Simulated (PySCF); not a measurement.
Compound: C5H14SSi.
Bonds: C1–S2, S2–Si3, Si3–C4, C4–C5, C4–C6, C4–C7. Hydrogens: H8, H9, H10 on C1; H11, H12 on Si3; H13, H14, H15 on C5; H16, H17, H18 on C6; H19, H20, H21 on C7.

A GFN2-xTB structure was refined with PBE0-D3(BJ)/def2-SVP geometry optimisation, gas phase in PySCF 2.14.0. Its GFN2-xTB values:

```
  coordinate  GFN2-xTB
       C1–S2   1.828 Å
       C1–H8   1.063 Å
      S2–Si3   2.157 Å
      Si3–C4   1.866 Å
     Si3–H11   1.452 Å
       C4–C5   1.526 Å
      C5–H13   1.073 Å
   C1–S2–Si3     99.6°
   S2–Si3–C4    107.2°
   Si3–C4–C5    111.7°
   Si3–C4–C7    108.3°
    C5–C4–C6    108.8°
S2–Si3–C4–C5       62°
```

Problem. How do these coordinates change at the PBE0-D3(BJ)/def2-SVP level?

Solution. 
| coordinate | PBE0-D3(BJ)/def2-SVP (Å or °) | change |
| --- | --- | --- |
| Si3–H11 | 1.500 | +0.048 |
| C1–H8 | 1.099 | +0.036 |
| Si3–C4 | 1.900 | +0.034 |
| C5–H13 | 1.101 | +0.028 |
| S2–Si3 | 2.147 | -0.010 |
| C1–S2 | 1.821 | -0.007 |
| C4–C5 | 1.531 | +0.005 |
| Si3–C4–C5 | 109.4 | -2.3 |
| C5–C4–C6 | 110.1 | +1.3 |
| S2–Si3–C4 | 108.1 | +0.9 |
| Si3–C4–C7 | 107.8 | -0.5 |
| C1–S2–Si3 | 99.8 | +0.2 |
| S2–Si3–C4–C5 | 60 | -2 |

The energy falls by 5.0 kcal/mol over 4 energy and gradient evaluations, the largest force component goes from 0.0334 to 4.2e-04 Eh/bohr, and the atoms move by 0.041 Å rms after alignment. The bond that changes most is Si3–H11 (SiH2 silicon to Si–H hydrogen), which lengthens by 0.048 Å. Bonds longer at the end by more than 0.005 Å: 14 of 20; shorter: 5. Rotational constants go from 3360, 951.7, 895.4 to 3311, 948.7, 894.5 MHz.

The run used 176 basis functions and 25 SCF cycles in all. Hardware: one thread, Arm Neoverse N1 (aarch64) (shared host). Cost: 1.7 min, 0.74 GiB resident at most.

Stationary, but not proved a minimum. One conformer, not necessarily the lowest.

Conformer computed: `[CH3:1][S:2][SiH2:3][C:4]([CH3:5])([CH3:6])[CH3:7]`: C1–S2–Si3–C4 180°, S2–Si3–C4–C5 60°.
